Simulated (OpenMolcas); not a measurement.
# Os6+: moving or changing the point charges

Os6+ among 6 point charges of -1.7 e arranged as a tetragonal octahedron (D4h), 1.92 Å from the ion, with the axial distance 1.958 Å.
```
   1.9200    0.0000    0.0000  -1.70
   0.0000    1.9200    0.0000  -1.70
  -1.9200    0.0000    0.0000  -1.70
   0.0000   -1.9200    0.0000  -1.70
   0.0000    0.0000    1.9584  -1.70
   0.0000    0.0000   -1.9584  -1.70
```

```
Program             : OpenMolcas
Method              : CASSCF
Basis               : ANO-RCC-VDZP [7s6p4d2f1g]
Scalar Hamiltonian  : DKH2, point nucleus
Active space        : 2 electrons in 5 orbitals (5d)
State averaging     : 2S+1 = 3 even, 10 roots; 2S+1 = 1 even, 15 roots
Spin-orbit coupling : RASSI with atomic mean-field integrals over the reference wave functions
```

Runs around this geometry, states (labels of D4, the rotations of D4h). Energies in cm-1 above the lowest state or level, χT in cm3 K/mol.

| R (Å) | q (e) | Axial / equatorial distance | Ground state | First state of that spin | First gap with spin-orbit (degeneracies) | χT at 300 K | First state of another spin |
| --- | --- | --- | --- | --- | --- | --- | --- |
| 1.92 | -0.85 | 1.02 | 3A2 | 3E 169.9 | 99.5 (1, 1) | 0.134 | 1B2 13318 |
| 1.83 | -1.7 | 1.02 | 3A2 | 3E 526.6 | 269.6 (1, 1) | 0.058 | 1B2 13554 |
| 1.92 | -1.7 | 1.02 | 3A2 | 3E 442.0 | 229.7 (1, 1) | 0.072 | 1B2 13548 |
| 2.01 | -1.7 | 1.02 | 3A2 | 3E 370.8 | 197.3 (1, 1) | 0.088 | 1B2 13500 |
| 1.92 | -1.7 | 1.1 | 3A2 | 3E 1843 | 1152 (1, 1) | 0.063 | 1B2 13176 |

Taking the first state of the same spin as R^-n, n = -ln(370.8 / 526.6) / ln(2.01 / 1.83) = 3.7 between the shortest and longest distance.

Without dynamic correlation the repulsion within the d shell is too large (B by tens of per cent), so at a given field states of lower spin stand too high. Spin-orbit coupling mixes the spin-free states strongly: the lowest level takes only 43 % from its leading state, 3A2 (figures for R = 1.92, q = -0.85, ratio = 1.02; the like holds for R = 1.83, q = -1.7, ratio = 1.02, R = 1.92, q = -1.7, ratio = 1.02, R = 2.01, q = -1.7, ratio = 1.02, R = 1.92, q = -1.7, ratio = 1.1). This is an electrostatic model: the charges have no orbitals. No measured value stands beside these numbers.
